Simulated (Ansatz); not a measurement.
Frontier orbitals of C₂H₄FGaO.

```xyz
9

O     0.662   -0.863   -1.092
C    -0.358   -0.194   -0.523
Ga    0.686    0.217    2.084
C    -0.346    1.136   -0.376
F     0.679    1.882   -0.789
H     0.711   -1.736   -0.687
H    -1.244   -0.739   -0.219
H     0.412   -1.405    1.635
H    -1.202    1.701   -0.033
```

Charge 0, multiplicity 1. Correlated methods include outer-core shells of Ga, which these sets cover unevenly. Scalar relativity is left out up to krypton. The bonds changed during the relaxation, so this is another structure than the one it started from. All single points use the PBE0-D4/def2-TZVP geometry. It is one conformer, not always the lowest. Basis def2-TZVPP, Ansatz 0.2.0.

Orbital energies of one run (eV). Highest occupied ones, from the top: -5.89, -7.59, -10.29, -11.03, -11.61, -12.51, -14.06, -14.64, -15.22, -16.69, -18.08, -22.67, -22.93, -22.95. Empty: -1.43, -0.59, 0.40, 1.15, 2.36, 2.59.

**Question.** Which functional gave them?
A. r2SCAN0
B. BLYP
C. ωB97X-V
D. CAM-B3LYP

**Answer.** A. HOMO energies: r2SCAN0 -5.89, BLYP -4.72, CAM-B3LYP -7.00, ωB97X-V -7.88 eV.
